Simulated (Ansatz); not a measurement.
Basis sets compared for Te2Au3. Total charge 0; doublet. Geometry PBE-D4/def2-SVP. Ansatz on 4 threads of Intel Xeon Platinum 8259CL on a shared host; times are rough, and most runs start from earlier orbitals.

```tsv
atom	x (Å)	y (Å)	z (Å)
Au1	-1.064	-1.116	-0.829
Au2	-0.069	-1.828	1.815
Au3	0.709	0.446	-2.234
Te4	1.238	1.859	-0.065
Te5	-0.814	0.639	1.313
```

In the def2 sets Au, Te take a core potential; there is no spin–orbit coupling. No other spin state of charge 0 was run. Another isomer (doublet) lies 0.82 eV lower at PBE0-D4/def2-TZVP; other spin states weren't run for this one.

Binding counts from free atoms (Au doublet, Te triplet) in the same basis, without a counterpoise term.

```
           level  functions  energy (Eh)  HOMO (eV)  LUMO (eV)  binding per atom (eV)  wall time
 PBE-D4/def2-SVP        148    -943.4799      -4.93      -4.54                   1.81      4.6 s
PBE0-D4/def2-SVP        148    -943.3568      -5.53      -3.71                   1.60      9.5 s
```

(1) Estimate the rows for PBE-D4/def2-TZVP (with forces), PBE0-D4/def2-TZVP.

Answers

(1) 
```tsv
level	functions	energy (Eh)	HOMO (eV)	LUMO (eV)	binding per atom (eV)	wall time
PBE-D4/def2-TZVP (with forces)	220	-943.5287	-4.97	-4.56	1.88	8.5 s
PBE0-D4/def2-TZVP	220	-943.4042	-5.54	-3.70	1.68	16 s
```
